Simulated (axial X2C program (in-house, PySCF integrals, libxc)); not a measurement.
**Which molecule has these constants?**

Calculated with an in-house all-electron X2C program for linear molecules (integrals from PySCF), spin-free (one-electron X2C) or two-component (2c: spin–orbit coupling with atomic mean-field Coulomb and Gaunt terms, which also bring small scalar terms), in Dyall basis sets with cores contracted in-house; open shells are unrestricted.

A two-component PBE0 calculation in a Dyall 3-zeta basis gave Re = 3.537 Å, ωe = 123.8 cm⁻¹, De = 0.60 eV, dipole magnitude 2.97 D, Ω = 0.

Which molecule is it?
A. NaK
B. KH
C. LiK

A. The others have LiK 3.378 Å and 206.9 cm⁻¹ (Ω = 0); KH 2.235 Å and 985.4 cm⁻¹ (Ω = 0).

Each entry is the lowest single determinant of a limited PBE0 search at one distance. De goes to single-determinant-based atoms at the same level (for ions the charge split of lowest energy) and is withheld (n/a) where an atom does not fit its ground term or J level. Main or longest-lived isotopes.
